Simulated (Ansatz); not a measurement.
H2BFN, SMILES `N[B-]F` (lower singlet) (charge -1, multiplicity 1). This singlet lies 0.93 eV below the relaxed triplet at the level frozen-core CCSD(T)/aug-cc-pVTZ // B3LYP-D3(BJ)/def2-TZVPD (Ansatz, an electronic-structure program).

Method: frozen-core fic-MRCISD+Q@CASSCF(2e,2o)/aug-cc-pVTZ // B3LYP-D3(BJ)/def2-TZVPD in Ansatz.

Ansatz 0.2 input:
```yaml
crystal:
  periodic: [false, false, false]
  atoms:
    - { symbol: N, position_ang: [-0.509329, -0.094211, 0.013629] }
    - { symbol: B, position_ang: [0.829456, -0.544113, 0.235266] }
    - { symbol: F, position_ang: [1.714977, 0.476815, -0.104579] }
    - { symbol: H, position_ang: [-0.731895, 0.840425, -0.34099] }
    - { symbol: H, position_ang: [-1.303208, -0.678917, 0.196676] }
basis:
  gaussian: { orbitals: aug-cc-pVTZ }
correlation:
  method: fic_mrcisd_q
  active_space: { window: { electrons: 2, orbitals: 2 } }
total_charge: -1
```

Output:

```
Functional definition: HF
1079 factors; integrals over basis functions are off by at most 1.0e-3 eV
mean field evaluation 1: about -4891.4996 eV, gradient 2.4e1 eV
mean field evaluation 2: about -4891.5004 eV, gradient 2.4e1 eV
mean field evaluation 4: about -4893.0642 eV, gradient 3.4e0 eV
mean field evaluation 8: about -4893.1217 eV, gradient 3.3e-3 eV
mean field -4893.12173479 eV, -179.8189070766 hartree, gradient 1.8e-6 eV, S^2 0.000000; 0 other end points of the search recorded, 0 dependent functions left out; unrestricted orbitals would lower it
reference -4893.12173479 eV, -179.8189070766 hartree; 12, 12 occupied and 172, 172 virtual orbitals, 1079 factors
state -4893.72786192 eV, -179.8411818378 hartree
contracted CI cycle   1: correlation 0.00000000 eV, 0.0000000000 hartree, residual 5.07e1 eV
contracted CI cycle   2: correlation -13.87946561 eV, -0.5100609534 hartree, residual 6.73e0 eV
contracted CI cycle   3: correlation -14.21080030 eV, -0.5222372787 hartree, residual 1.27e0 eV
contracted CI cycle   4: correlation -14.22472860 eV, -0.5227491341 hartree, residual 3.30e-1 eV
contracted CI cycle   5: correlation -14.22582527 eV, -0.5227894359 hartree, residual 8.63e-2 eV
contracted CI cycle   6: correlation -14.22589167 eV, -0.5227918761 hartree, residual 2.09e-2 eV
contracted CI cycle   7: correlation -14.22589634 eV, -0.5227920480 hartree, residual 6.82e-3 eV
contracted CI cycle   8: correlation -14.22589680 eV, -0.5227920646 hartree, residual 1.87e-3 eV
contracted CI cycle   9: correlation -14.22589683 eV, -0.5227920658 hartree, residual 5.21e-4 eV
state -4893.72786192 eV, -179.8411818378 hartree; corrected -4909.63099808 eV, -180.4256113122 hartree
Total energy: -4909.63099808 eV, -180.4256113122 hartree
```
